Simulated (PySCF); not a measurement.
C₃H₃N₂, SMILES C1[N]C=CN=1, multiplicity 2. Geometry: PBE-D3(BJ)/def2-SVP. The isomer is the one that the SMILES or the coordinates give; other isomers of the formula were not compared.

Computed equilibrium geometry at PBE-D3(BJ)/def2-SVP (PySCF confirms it by a frequency run) as a Z-matrix, and its point group:
point group C2v.
```
C
N 1 1.3258
C 2 1.3791 1 102.67
N 3 1.3791 2 116.67 1 0.00
C 4 1.3258 3 102.67 2 0.00
H 3 1.1013 4 121.67 5 180.00
H 5 1.1014 4 122.95 3 180.00
H 1 1.1014 2 122.95 3 180.00
```
Charge 0, spin multiplicity 2.
